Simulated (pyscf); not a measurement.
# HO–AlH–OH, singlet

Gas-phase minimum from PySCF at ωB97X-D3(BJ)/def2-SVP, one conformer. 

```
Al
O 1 1.6997
H 2 0.9575 1 130.96
O 1 1.6999 2 124.15 3 0.26
H 4 0.9576 1 130.86 2 0.17
H 1 1.5654 2 117.93 3 -179.74
```
Charge 0, spin multiplicity 1.

Properties at ωB97X-D3(BJ)/def2-SVP:

```
Item                                                                                                                                                                                Value
---------------------------------------------------------------------------------------------------------------------  ------------------------------------------------------------------
Harmonic wavenumbers, unscaled                                                                                         257, 297, 368, 444, 528, 540, 711, 817, 947, 2047, 4009, 4012 cm⁻¹
Zero-point energy                                                                                                                                                           21.4 kcal/mol
Rotational symmetry number                                                                                                                                                              2
Entropy of this conformer at 298 K and 1 atm, rigid rotor and harmonic oscillator, modes under 100 cm⁻¹ raised to 100                                                     280.1 J/(mol K)
Dipole moment                                                                                                                                                                      2.73 D
```

Single-point totals, which compare only within one level (frozen core for MP2 and CC):

```csv
level,total energy (hartree)
ωB97X-D3(BJ)/def2-TZVP,-394.91372
PBE/def2-TZVP,-394.56468
r²SCAN/def2-TZVP,-394.76592
B3LYP-D3(BJ)/def2-TZVP,-394.89950
PBE0-D3(BJ)/def2-TZVP,-394.58901
M06-2X/def2-TZVP,-394.79079
ωB97M-D3(BJ)/def2-TZVP,-394.94053
HF/def2-TZVPP,-393.58436
MP2/def2-TZVPP,-394.15194
CCSD/def2-TZVPP,-394.16355
CCSD(T)/def2-TZVPP,-394.18251
```

The CCSD(T) − MP2 part came from Ansatz, without density fitting, on the same reference.
